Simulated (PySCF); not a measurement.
**Orbital picture of SbO⁺**

r²SCAN at R = 1.789 Å; basis Sb cc-pVDZ-PP with ECP28, O cc-pVDZ; scalar-relativistic core potentials; PySCF 2.14. State: ¹Σ⁺ (singlet), closed shell. Only the outer orbitals are listed, counted within each symmetry, core potentials removing the inner ones.

```csv
orbital,occ.,ε (eV),on Sb (%),main shells (%)
5σ,2,-31.82,15,82 O s
6σ,2,-20.95,81,"79 Sb s, 10 O s, 9 O p"
7σ,2,-15.47,36,"60 O p, 27 Sb p, 9 Sb s"
3π,2,-15.39,27,"72 O p, 25 Sb p"
3π,2,-15.39,27,"72 O p, 25 Sb p"
4π,0,-11.14,77,"75 Sb p, 23 O p"
4π,0,-11.14,77,"75 Sb p, 23 O p"
8σ,0,-6.97,87,"69 Sb p, 15 O p, 13 Sb d"
```

Which are the highest filled and the lowest empty level, where do they sit, and how wide is the gap?

Highest filled 3π at -15.39 eV (in %: 72 O p, 25 Sb p); lowest empty 4π at -11.14 eV (in %: 75 Sb p, 23 O p); the gap at r²SCAN is 4.25 eV.

The bond order (Mayer) is 2.42. The ⟨S²⟩ is 0.000. The charge on Sb (Mulliken, basis-dependent) is 1.31. The charge on Sb (Löwdin, basis-dependent) is 1.36. The dipole moment (positive dipole points towards O; it is taken about the centre of mass and depends on that origin) is -3.29 D.

Spin–orbit coupling is left out.
